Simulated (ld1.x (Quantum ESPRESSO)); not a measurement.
# V: excitation energies, all-electron against PAW

```
Element                 : vanadium (V)
Generator               : ld1.x (Quantum ESPRESSO) 7.5
Type                    : PAW
Functional              : LDA (PZ)
Relativity              : fully relativistic
Frozen core             : [Ar]
Valence charge          : 5
Reference configuration : 3d3 4s1.5 4p0.5
Partial waves           : 4s (bound): rcut 2.30, rcutus 2.75 bohr; 4s channel at 0.15 Ry: rcut 2.30, rcutus 2.75 bohr; 4p (bound): rcut 3.45, rcutus 4.30 bohr; 4p channel at 1.6 Ry: rcut 3.45, rcutus 4.30 bohr; 3d (bound): rcut 1.30, rcutus 1.50 bohr; 3d channel at 0.3 Ry: rcut 1.30, rcutus 1.50 bohr; 4f channel at 0.4 Ry: rcut 3.45, rcutus 4.65 bohr; 4f channel at 2.35 Ry: rcut 3.45, rcutus 4.65 bohr
Local potential         : all-electron potential smoothed inside 4.50 bohr (lloc = -1)
Core correction         : a·sin(br)/r model core, default radius (ld1.x builds one for every PAW set, though the input has nlcc=.false.)
Augmentation charge     : PSQ, radius 1.40 bohr
```

Open shells are filled in proportion to 2j + 1 (rel_dist='average').

Energies are relative to the spin-unpolarised reference configuration 3d3 4s1.5 4p0.5; without spin polarisation the order of configurations can differ from experiment. Not all tests gave a result: test run stopped at test 6 of 7 (negative rho).

| valence configuration | charge | ΔE all-electron (eV) | error AE − PS (meV) |
| --- | --- | --- | --- |
| 3d3 4s2 4p0 | 0 | -1.681 | +0.6 |
| 3d3 4s1 4p0 | +1 | 6.260 | +0.1 |
| 3d3.5 4s1.5 4p0 | 0 | -1.654 | -29 |

Q: What are ΔE and the potential's error for 3d2 4s2 4p0?

A: ΔE = 9.537 eV all-electron; the error (AE − PS) is -304 meV.

Q: What are ΔE and the potential's error for 3d3 4s0 4p0?

A: ΔE = 20.805 eV all-electron; the error (AE − PS) is -8.1 meV.

Levels in the configuration 3d3 4s2 4p0:

```json
{"level": "3d j=3/2", "all-electron (eV)": "-5.421", "pseudo (eV)": "-5.429"}
{"level": "3d j=5/2", "all-electron (eV)": "-5.354", "pseudo (eV)": "-5.363"}
{"level": "4s j=1/2", "all-electron (eV)": "-4.852", "pseudo (eV)": "-4.851"}
```

The ghost test of this file was not conclusive.
